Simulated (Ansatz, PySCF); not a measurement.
Reaction R1 + R2 → P1 + P2, each structure at its B3LYP-D3(BJ)/def2-SVP stationary point, reached from a drawn start (curvature not checked).
P1: C4H12Si (SMILES C[Si](C)(C)C), charge 0, multiplicity 1.
R1, C3H9Si (SMILES C[Si](C)C) (charge 0, multiplicity 2):
```
atom    x (Å)    y (Å)    z (Å)
----  -------  -------  -------
Si    -0.0006  -0.0007   0.6618
C      1.7932   0.0200   0.0486
H      2.3280   0.9176   0.3979
H      2.3487  -0.8648   0.3979
H      1.8177   0.0203  -1.0569
C     -0.9140   1.5428   0.0475
H     -0.9233   1.5651  -1.0579
H     -1.9597   1.5566   0.3938
H     -0.4268   2.4661   0.3993
C     -0.8792  -1.5630   0.0443
H     -1.9236  -1.6024   0.3929
H     -0.8906  -1.5818  -1.0611
H     -0.3698  -2.4759   0.3919
```
R2: C4H12Ti (SMILES [CH3][Ti]([CH3])([CH3])[CH3]), charge 0, multiplicity 1.
P2, C3H9Ti (SMILES [CH3][Ti]([CH3])[CH3]) (charge 0, multiplicity 2):
```xyz
13

Ti     0.0000     0.0000     0.4042
C      2.0497    -0.0298     0.0071
H      2.3679     0.8648    -0.5569
H      2.5910    -0.0380     0.9752
H      2.3417    -0.9331    -0.5574
C     -0.9990     1.7899     0.0064
H     -0.3625     2.4945    -0.5576
H     -1.9323     1.6179    -0.5584
H     -1.2635     2.2626     0.9743
C     -1.0507    -1.7601     0.0060
H     -1.3289    -2.2250     0.9738
H     -1.9785    -1.5609    -0.5588
H     -0.4349    -2.4828    -0.5580
```

P less R. No zero-point or thermal terms; singlets are restricted closed shells; open shells are unrestricted; no spin–orbit coupling. The spin states of the d-block species are the ones drawn and need not be the lowest.

Correlated levels freeze the cores.

Codes used: Ansatz (a first-principles code); PySCF for M06-2X. All values are computed, each at the level named.

Problem. One of these levels gives -35.04 kcal/mol for the reaction energy. Which one is it?
A. CCSD/def2-TZVPP
B. BLYP/def2-TZVPP
C. M06-2X/def2-TZVPP
D. PBE0/def2-TZVPP

Solution. C, M06-2X/def2-TZVPP. The others give -23.38 (BLYP/def2-TZVPP), -30.69 (PBE0/def2-TZVPP), -38.36 (CCSD/def2-TZVPP)
